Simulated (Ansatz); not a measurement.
C₆H₃ClSi, SMILES `C#C[Si](Cl)(C#C)C#C`. Charge 0, multiplicity 1. Geometry: relaxed with PBE0-D4/def2-TZVP.

```xyz
11

C    -0.572   -0.685    2.733
C    -0.163   -0.571    1.605
Si    0.449   -0.395   -0.089
Cl    1.965   -1.729   -0.388
C    -0.881   -0.743   -1.266
C    -1.768   -0.974   -2.048
C     1.082    1.281   -0.347
C     1.500    2.398   -0.519
H    -0.933   -0.788    3.731
H    -2.552   -1.179   -2.741
H     1.872    3.385   -0.671
```

What is the dipole moment at r2SCAN/def2-TZVPP? (An estimate is asked.)

Computed: 1.82 D, with components (-1.35, 1.19, 0.27) D in this frame, pointing from negative to positive charge.

And with PBE, B3LYP, ωB97M-V? (An estimate is asked.)

Ansatz gave: PBE 1.71 D, B3LYP 1.78 D, ωB97M-V 1.81 D.

Give the Mulliken charges with r2SCAN, PBE, ωB97M-V in def2-TZVPP. (Best estimate.)

Ansatz gave: 
```csv
atom,r2SCAN,PBE,ωB97M-V
C1,0.00,0.04,0.03
C2,-0.38,-0.36,-0.42
Si3,0.68,0.49,0.63
Cl4,-0.22,-0.19,-0.17
C5,-0.38,-0.36,-0.42
C6,0.00,0.04,0.03
C7,-0.38,-0.36,-0.42
C8,0.00,0.04,0.03
H9,0.23,0.21,0.24
H10,0.23,0.21,0.24
H11,0.23,0.21,0.24
```

B3LYP here is the variant with VWN-RPA as its local correlation; programs differ in this.
